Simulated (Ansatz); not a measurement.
CH$_{5}$AsSe, SMILES `C[Se][AsH2]`, relaxed with RKS PBE0-D4/def2-TZVP in the Gaussian-basis code of Ansatz from a PBE-D4/def2-SVP geometry. The force threshold is 0.005 eV/Å; the program also tests the step.

Charge 0, multiplicity 1.

Start:

```xyz
8

C    -0.494   -1.367    0.404
Se   -0.770    0.105   -0.879
As    0.900    1.566    0.045
H    -1.267   -2.122    0.162
H     0.508   -1.816    0.281
H    -0.638   -1.015    1.442
H     1.679    1.796   -1.269
H     0.082    2.853   -0.187
```

Task: How much energy does the relaxation release, and in how many steps? (An estimate is asked.)

Result: The calculation gave: 0.03 eV, in 13 steps, 2 of them rejected.

Task: Which bonds change most? (An estimate is asked.)

Result: Ansatz gave: Se2–As3 from 2.404 to 2.371 Å; As3–H7 from 1.544 to 1.523 Å; C1–Se2 from 1.972 to 1.952 Å; As3–H8 from 1.542 to 1.523 Å.

Task: Give the relaxed structure. (An estimate is asked.)

Result: Ansatz gave: 
```xyz
8

C    -0.501   -1.349    0.410
Se   -0.723    0.082   -0.899
As    0.942    1.516   -0.009
H    -1.225   -2.118    0.140
H     0.504   -1.763    0.355
H    -0.713   -0.986    1.413
H     1.612    1.831   -1.339
H     0.105    2.787   -0.071
```
